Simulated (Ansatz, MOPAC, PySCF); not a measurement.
Torsion H3–B1–N2–H5 in aminoborane (SMILES BN); at each angle all else is relaxed with GFN2-xTB, and the levels are single points there.
Geometry at 180° (charge 0, multiplicity 1):
```xyz
6

B      0.687     0.014    -0.003
N     -0.689    -0.037     0.012
H      1.291    -0.989    -0.051
H      1.216     1.059     0.034
H     -1.280     0.778     0.052
H     -1.219    -0.892    -0.016
```
Energies count from the point at 180°.

Correlated levels freeze the cores. CBS(a, b) extrapolates the correlation energy as X⁻³ and adds the Hartree–Fock energy of set b. Rows in 6-31G* carry no dispersion term and start afresh at each structure (6-31G* with six Cartesian d functions). The state that PM3 reach isn't checked.

Run with Ansatz (a first-principles code); MOPAC for PM3 (differences of heats of formation); PySCF for 6-31G* rows. Each number belongs to the level named beside it.

Energies in kcal/mol.

```
dihedral (°)    PM3  M06-2X/6-31G*  MP2/CBS(cc-pVTZ, cc-pVQZ)  CCSD(T)/CBS(cc-pVTZ, cc-pVQZ)
------------  -----  -------------  -------------------------  -----------------------------
0              0.00           0.00                       0.00                           0.00
30             2.77           2.39                       2.38                           2.34
60            39.14          31.81                      31.66                          31.55
90            26.23          22.13                      22.28                          22.03
120           12.58          10.53                      10.62                          10.47
150            3.30           2.68                       2.69                           2.65
180            0.00           0.00                       0.00                           0.00
210            3.30           2.67                       2.69                           2.65
240           38.28          31.66                      31.56                          31.40
270           23.40          20.82                      20.88                          20.60
300           10.81           9.61                       9.62                           9.48
330            2.77           2.38                       2.38                           2.34
```
